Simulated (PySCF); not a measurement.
# BrH₄⁻ at several levels of theory

All levels use the PBE0 minimum (singlet; Br–H 1.741 Å (×4); H–Br–H 90.0° (×4), H–Br–H 180.0° (×2)), basis [Br def2-TZVPD, H def2-TZVPD], no relativity, density fitting, no spin–orbit coupling, PySCF. For vertical energies the ionised species is a doublet (spins chosen at PBE0 and kept). Open shells are unrestricted, also as the reference of the correlated levels. A dash marks a value that was not computed or is not defined at that level.

```json
{"level": "PBE0", "vertical detachment energy (eV)": "1.94", "−ε(HOMO) (eV)": "0.16", "gap (eV)": "3.96"}
{"level": "HF", "vertical detachment energy (eV)": "1.06", "−ε(HOMO) (eV)": "1.78", "gap (eV)": "7.09"}
{"level": "MP2", "vertical detachment energy (eV)": "2.13", "−ε(HOMO) (eV)": "–", "gap (eV)": "–"}
{"level": "PBE", "vertical detachment energy (eV)": "2.00", "−ε(HOMO) (eV)": "-0.55", "gap (eV)": "2.77"}
```

The highest occupied level lies above zero at PBE, a mark of self-interaction error.

The lowest empty level of this anion is unbound, so it and the gap depend on the basis.
